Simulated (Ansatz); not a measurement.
TiBr₃. Charge 0, multiplicity 2. Geometry PBE-D4/def2-SVP.

Cartesian coordinates in Å:
```
Ti 0.000 -0.003 -0.002
Br 2.329 0.116 0.226
Br -1.234 -1.476 1.337
Br -1.095 1.362 -1.560
```

B3LYP takes the VWN-RPA correlation. No other spin state of charge 0 was run.

Problem. Estimate the α-spin orbital energies around the gap (eV) in Ansatz with HF/STO-3G, PBE-D4/def2-TZVP, r2SCAN-D4/def2-TZVP, B3LYP-D4/def2-TZVP, r2SCAN0-D4/def2-TZVP.

Solution. 
```
orbital  HF/STO-3G  PBE-D4/def2-TZVP  r2SCAN-D4/def2-TZVP  B3LYP-D4/def2-TZVP  r2SCAN0-D4/def2-TZVP
HOMO−13     -55.82            -39.37               -41.04              -42.66                -44.55
HOMO−12     -23.78            -19.46               -20.25              -21.31                -22.27
HOMO−11     -23.30            -19.28               -20.05              -21.10                -22.04
HOMO−10     -23.30            -19.28               -20.05              -21.10                -22.04
 HOMO−9     -11.74             -9.37                -9.77              -10.50                -11.15
 HOMO−8     -10.52             -8.85                -9.25               -9.88                -10.46
 HOMO−7     -10.52             -8.85                -9.25               -9.88                -10.46
 HOMO−6      -9.80             -8.15                -8.49               -9.13                 -9.66
 HOMO−5      -9.80             -8.15                -8.49               -9.13                 -9.66
 HOMO−4      -9.67             -8.10                -8.42               -9.03                 -9.53
 HOMO−3      -9.27             -8.10                -8.42               -9.03                 -9.53
 HOMO−2      -9.27             -8.00                -8.35               -8.96                 -9.49
 HOMO−1      -8.71             -7.51                -7.84               -8.42                 -8.91
   HOMO      -7.34             -5.45                -6.12               -7.30                 -8.21
   LUMO       5.89             -4.39                -4.29               -3.55                 -3.24
 LUMO+1       5.94             -4.39                -4.29               -3.55                 -3.24
 LUMO+2       5.94             -3.82                -3.91               -3.22                 -3.09
 LUMO+3       6.12             -3.82                -3.91               -3.22                 -3.09
 LUMO+4       6.12             -0.77                -0.31               -0.42                  0.05
 LUMO+5      10.14             -0.19                -0.06                0.40                  0.56
 β HOMO      -8.80             -7.54                -7.88               -8.46                 -8.98
 β LUMO       5.91             -3.99                -3.89               -3.18                 -2.82
```
